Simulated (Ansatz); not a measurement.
Relaxation of a periodic cell of 36 atoms, H$_{6}$C$_{2}$O (contents 4 CH3CH2OH, density as packed 0.61 g/cm³ with natural masses), to a largest force component of 0.3 eV/Å in at most 15 steps.

Method: Ansatz, DFT PBEsol, scalar-relativistic, plane waves, PAW. Settings: accuracy low, cutoff 420 eV, k mesh 1x1x1, fermi-dirac smearing 0.05 eV, no spin polarisation.

```xyz
36
Lattice="7.9602 0.0000 0.0000 0.0000 7.9602 0.0000 0.0000 0.0000 7.9602" Properties=species:S:1:pos:R:3
C 0.817 5.855 1.164
C -0.040 6.024 -0.070
O 0.563 5.254 -1.109
H 0.019 5.357 -1.907
H -1.064 5.680 0.130
H -0.095 7.086 -0.350
H 0.405 6.425 2.001
H 0.864 4.801 1.445
H 1.832 6.206 0.965
C 5.270 0.422 7.410
C 4.636 1.537 6.611
O 3.389 1.844 7.233
H 2.974 2.560 6.725
H 5.295 2.416 6.599
H 4.487 1.219 5.569
H 6.235 0.139 6.981
H 5.424 0.742 8.443
H 4.617 -0.453 7.414
C 3.517 3.155 3.454
C 2.154 3.309 2.818
O 2.153 2.517 1.631
H 1.280 2.611 1.215
H 1.372 2.976 3.514
H 1.963 4.367 2.585
H 3.583 3.741 4.375
H 3.701 2.105 3.692
H 4.292 3.494 2.765
C 5.547 5.415 4.553
C 6.398 6.355 3.728
O 7.260 7.044 4.633
H 7.810 7.651 4.111
H 6.979 5.788 2.987
H 5.758 7.061 3.180
H 4.861 4.854 3.914
H 6.184 4.710 5.091
H 4.965 5.981 5.283
```

Task: Where does it end, and by what steps?

Result: It converged. The threshold is loose, so the end isn't yet a minimum. The force dipped under the threshold on the way, but the program's further checks kept it going. Limits of this set-up: coarse k mesh, low accuracy level. After 3 steps the energy has fallen by 0.567 eV; H4 moved furthest, 0.54 Å.

| step | energy less start (eV) | largest force component (eV/Å) | accepted |
| --- | --- | --- | --- |
| 0 | 0.0000 | 0.677 | yes |
| 1 | -0.3050 | 0.354 | yes |
| 2 | -0.4724 | 0.274 | yes |
| 3 | -0.5667 | 0.233 | yes |

```xyz
36
Lattice="7.9602 0.0000 0.0000 0.0000 7.9602 0.0000 0.0000 0.0000 7.9602" Properties=species:S:1:pos:R:3
C 0.949 5.933 0.964
C 0.122 6.179 -0.269
O 0.586 5.342 -1.319
H 0.261 5.781 -2.147
H -0.954 5.978 -0.059
H 0.196 7.244 -0.567
H 0.621 6.574 1.798
H 0.865 4.883 1.287
H 2.013 6.147 0.766
C 5.206 0.442 7.414
C 4.616 1.550 6.582
O 3.314 1.834 7.069
H 2.995 2.658 6.659
H 5.269 2.449 6.636
H 4.585 1.238 5.516
H 6.187 0.148 7.009
H 5.327 0.757 8.463
H 4.549 -0.443 7.400
C 3.367 2.799 3.590
C 2.006 3.090 3.015
O 1.898 2.355 1.809
H 1.118 2.654 1.306
H 1.209 2.809 3.735
H 1.909 4.180 2.835
H 3.519 3.349 4.533
H 3.493 1.723 3.783
H 4.153 3.107 2.879
C 5.523 5.545 4.625
C 6.419 6.434 3.807
O 7.466 6.923 4.666
H 8.052 7.511 4.161
H 6.856 5.865 2.957
H 5.840 7.287 3.382
H 4.721 5.129 3.992
H 6.090 4.690 5.048
H 5.058 6.105 5.457
```

Whether the end is a true minimum wasn't checked by a vibrational analysis.

The run took 17 s on 1 thread of Arm Neoverse V1, with other jobs on the host, peak memory 0.46 GiB.
